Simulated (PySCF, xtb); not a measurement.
Zr(Me)2(H)2 (C2H8Zr), SMILES [CH3][ZrH2][CH3], multiplicity 1.

GFN2-xTB (xtb) at its own geometry gives an orbital gap of 1.97 eV and a dipole moment of 0.56 D.

The structure is a stationary point at B3LYP-D3(BJ)/def2-SVP. The multiplicity is an assumed one; other spin states were not compared. The def2 effective core potentials stand for the cores of Zr; spin–orbit coupling is left out.

**Question.** What does B3LYP/def2-TZVPD (PySCF) give? (The exact figures need the calculation; the answer reports its results.)

**Answer.** gap 5.72 eV (levels -7.61 and -1.89 eV), dipole 1.20 D.
